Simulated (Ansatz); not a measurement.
Ga(Cl)2(NH3) (Cl2GaH3N), SMILES [Cl][Ga](<-[NH3])[Cl] (connectivity only; charge and spin as stated), neutral, multiplicity 2.

Geometry optimised at PBE0-D3(BJ)/def2-SVP. The spin state was assumed, not searched. The isomer is the one that the SMILES or the coordinates give; other isomers of the formula were not compared.

Two levels are set side by side: PBE/def2-SVPD (Ansatz, a first-principles code) and CAM-B3LYP/def2-SVPD (Ansatz). Energy differences of separate SCF runs at the same geometry; the states with an electron removed or added have multiplicity 1 and 1. Differences are taken from unrounded values.

```
quantity                         CAM-B3LYP   PBE  PBE minus CAM-B3LYP
-------------------------------  ---------  ----  -------------------
vertical ionisation energy (eV)       8.20  7.90                -0.31
vertical electron affinity (eV)       1.42  1.43                 0.01
```
